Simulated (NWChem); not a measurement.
System: BeSiH$_{4}$S; SMILES [SiH3][Be][SH]

```xyz
7

Be    -0.0663     0.1647     0.0039
S     -0.1117     2.0792    -0.0031
H      1.2409     2.1575    -0.0052
Si    -0.0096    -2.0112     0.0027
H     -0.9702    -2.5958    -0.9891
H     -0.3514    -2.5927     1.3415
H      1.3534    -2.5237    -0.3596
```
Atoms are numbered in this order, from 1.

Program: NWChem. All runs use the structure optimised with PBE0/def2-SVP. Static field.

Task: Estimate the computed values for B3LYP/aug-cc-pVDZ. Quantities: isotropic polarisability (bohr³); anisotropy (bohr³).

Result: 
```yaml
isotropic polarisability (bohr³): 72.4
anisotropy (bohr³): 30.1
```
